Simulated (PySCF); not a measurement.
Ga(OH)2(OMe), CH5GaO3, SMILES C[O][Ga]([OH])[OH], PBE0/def2-SVP optimised geometry.

```
10

Ga    -0.70    -0.11     0.00
O     -1.57     1.43     0.00
H     -0.99     2.20     0.00
O     -1.57    -1.65     0.00
H     -2.53    -1.54     0.00
O      1.07    -0.11     0.00
C      1.87    -1.26     0.00
H      2.53    -1.28    -0.88
H      2.51    -1.28     0.90
H      1.28    -2.20     0.00
```

Density from PySCF with PBE0/def2-TZVP at that geometry.

Minimum of the electron density along straight lines between bonded atoms, close to the bond critical point (lines longer than 1.1 times the sum of covalent radii, or with two minima, are not listed):

| bond | length / Å | ρ at the minimum / e bohr⁻³ | ∇²ρ there / e bohr⁻⁵ | position (fraction from the first atom) |
|---|---|---|---|---|
| Ga1–O2 | 1.774 | 0.140 | 0.74 | 0.48 |
| O2–H3 | 0.963 | 0.356 | -2.40 | 0.81 |
| Ga1–O4 | 1.774 | 0.140 | 0.74 | 0.48 |
| O4–H5 | 0.963 | 0.356 | -2.40 | 0.81 |
| Ga1–O6 | 1.770 | 0.139 | 0.76 | 0.48 |
| O6–C7 | 1.402 | 0.264 | … | 0.65 |
| C7–H8 | 1.105 | 0.276 | -0.95 | 0.65 |
| C7–H9 | 1.105 | 0.276 | -0.95 | 0.65 |
| C7–H10 | 1.105 | 0.276 | -0.95 | 0.65 |

Fill in the missing entries.


- O6–C7, ∇²ρ there / e bohr⁻⁵: -0.55
